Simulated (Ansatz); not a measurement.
Relaxation of the cluster WO₃ with RKS PBE0-D4/def2-TZVP.

```sh
$ ansatz run in.yaml --threads 4 --pin off --events-out ev --progress --plain --max-ram 3916MiB
```

```yaml
crystal:
  periodic: [false, false, false]
  atoms:
    - {symbol: W, position_ang: [0.236970, -0.125740, -0.014630]}
    - {symbol: O, position_ang: [0.586010, 1.176490, 1.009470]}
    - {symbol: O, position_ang: [-0.764030, -1.325210, 0.638150]}
    - {symbol: O, position_ang: [-0.058950, 0.274460, -1.632990]}
basis:
  gaussian: {orbitals: def2-TZVP}
hamiltonian: {xc: pbe0, dispersion: d4}
scf: {lower_state_search: "off"}
output: {orbitals: {seedname: orbitals}}
relax: {f_tol: 0.02, max_steps: 100}
```

Run time 5.5 s (4 threads of Arm Neoverse V2 on a shared host).

Positions (Å) and forces (eV/Å) at steps 1, 2, 3, 4, 6 of 6:

```xyz
4
step=1 energy=-7964.2133 eV
W     0.237   -0.126   -0.015    2.858   -1.519   -0.193
O     0.586    1.176    1.009   -0.202    1.791    1.203
O    -0.764   -1.325    0.638   -1.727   -1.038    0.779
O    -0.059    0.274   -1.633   -0.929    0.766   -1.789
4
step=2 energy=-7964.5382 eV
W     0.412   -0.219   -0.026   -1.632    0.865    0.101
O     0.518    1.191    0.999   -0.117   -1.417   -1.031
O    -0.813   -1.275    0.633    1.225    1.071   -0.662
O    -0.118    0.302   -1.606    0.524   -0.520    1.592
4
step=3 energy=-7964.6185 eV
W     0.408   -0.216   -0.026   -0.191    0.100    0.014
O     0.509    1.173    0.984   -0.054   -0.235   -0.182
O    -0.801   -1.255    0.623    0.186    0.209   -0.117
O    -0.117    0.298   -1.582    0.060   -0.074    0.285
4
step=4 energy=-7964.6214 eV
W     0.417   -0.221   -0.026   -0.039    0.021    0.002
O     0.502    1.167    0.978    0.016   -0.003    0.003
O    -0.799   -1.244    0.620    0.011   -0.012    0.002
O    -0.120    0.298   -1.571    0.013   -0.006   -0.007
4
step=6 energy=-7964.6215 eV
W     0.414   -0.220   -0.026   -0.001    0.000    0.000
O     0.504    1.168    0.979    0.000    0.000    0.000
O    -0.799   -1.246    0.620    0.000    0.000    0.000
O    -0.119    0.298   -1.573    0.000    0.000    0.000
```

In the def2 sets W takes a core potential; there is no spin–orbit coupling. The relaxation made no stability test and no search for a lower SCF solution. The structure comes from a short search, and lower isomers may exist.
